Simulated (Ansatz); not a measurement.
CH7AlOSi2 can be A, `[SiH3][AlH][SiH]1CO1`, or B, `O=C[SiH2][SiH2][AlH2]`.

Gas-phase electronic energies from Ansatz, PBE0-D4/def2-TZVP geometries. CCSD(T)/CBS adds triple-zeta CCSD(T) − MP2 to the extrapolated MP2 energy (def2 sets, frozen cores). DFT in def2-TZVPP. B3LYP here is the variant with VWN-RPA as its local correlation; programs differ in this. Each species was taken in one conformer, which may not be the lowest.

A:

```xyz
12

Si   -1.374    1.089   -1.640
Al    0.819    0.009   -1.434
Si    1.148   -1.142    0.685
C     0.425   -0.351    2.174
O    -0.293   -1.420    1.529
H    -1.408    2.169   -2.666
H    -1.792    1.679   -0.337
H    -2.393    0.069   -2.019
H     1.958    0.076   -2.540
H     2.184   -2.178    0.954
H    -0.083    0.611    2.135
H     0.809   -0.612    3.159
```

B:

```xyz
12

O     3.3480    0.9554   -0.5046
C     2.5676    0.0817   -0.7782
Si    0.6695    0.3774   -0.9401
Si   -0.3854   -0.3968    1.0063
Al   -2.7997   -0.0733    0.7785
H     2.9352   -0.9647   -0.9155
H     0.4251    1.8252   -1.1648
H     0.1796   -0.4080   -2.1089
H    -0.0053   -1.8341    1.1399
H     0.2134    0.3492    2.1498
H    -3.4727    1.2750    1.2742
H    -3.6752   -1.1869    0.0633
```

(1) Which isomer does CCSD(T)/CBS put lower? Give the gap. (An estimate is asked.)

(2) Give E(B) − E(A) in kJ/mol with B3LYP, CCSD(T)/def2-TZVPP, r2SCAN-D4, CCSD/def2-TZVPP, B3LYP-D4, B2PLYP, PBE-D4. (Estimate.)

Largest T1 diagnostic: 0.016.

Answers

(1) Ansatz gave: A, by 31.1 kJ/mol.

(2) Ansatz gave: B3LYP 20.8, CCSD(T)/def2-TZVPP 27.8, r2SCAN-D4 34.1, CCSD/def2-TZVPP 26.1, B3LYP-D4 20.2, B2PLYP 25.3, PBE-D4 30.3. None reverses the order clearly.

In def2-TZVPP, CCSD(T) changes the Hartree–Fock value by +27.7 kJ/mol (the triples alone add +1.7 kJ/mol) and MP2 by +36.5 kJ/mol. From PBE to PBE0 (25 % exact exchange), in def2-TZVPP and without D4, E(B) − E(A) moves by +3.4 kJ/mol.
